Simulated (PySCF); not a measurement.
# Bond lengths and vibrations by method: AlClF2H anion

Calculated results; nothing here was measured. The program is PySCF 2.14.0, an open-source quantum chemistry code, run on an isolated molecule that a program drew, which may never have been made. The molecule is AlClF2H anion (charge -1, singlet), drawn as the SMILES string `[F][AlH-]([F])[Cl]`.

The geometry was optimised and harmonic frequencies were computed with HF and MP2, all in the aug-cc-pV(D+d)Z basis, for the commonest isotopes, with a restricted reference for singlets and an unrestricted one otherwise, and a frozen core in MP2. Each result is a local minimum of its method.

Geometry at the HF minimum:
```xyz
5
AlClF2H anion, angstrom
F     1.2314   -1.8369   -1.7764
Al   -0.0589   -1.4351   -0.7778
F    -0.4956    0.1634   -1.0565
Cl    0.6686   -1.5670    1.3339
H    -1.2941   -2.4275   -0.9833
```

Lengths of the bonds as drawn, in Å (atoms numbered as above):
```
   bond     HF    MP2
 F1-Al2  1.680  1.714
 Al2-F3  1.680  1.714
Al2-Cl4  2.237  2.237
 Al2-H5  1.598  1.597
```

Rotational constants, in GHz:
| constant | HF | MP2 |
|---|---|---|
| A | 6.063 | 5.832 |
| B | 2.965 | 2.943 |
| C | 2.201 | 2.161 |

Harmonic frequencies in cm^-1, each column in rising order, so a row needn't be the same motion in every method:
```
rank,HF,MP2
1,180,170
2,220,207
3,306,286
4,411,408
5,703,660
6,711,674
7,737,694
8,812,?
9,1881,1867
```

**Estimate the missing MP2 frequency from the HF column.**

A single factor s that minimises the squared misfit of MP2 against s times HF over the other rows is sum(HF x MP2) / sum(HF^2) = 0.9767, with an rms misfit of 19 cm^-1. For rank 8 it gives 0.9767 x 812 = 793 cm^-1. The calculation gives 760 cm^-1, 33 cm^-1 below the estimate. The drawn bonds are on average 1.0 % longer in MP2 than in HF.
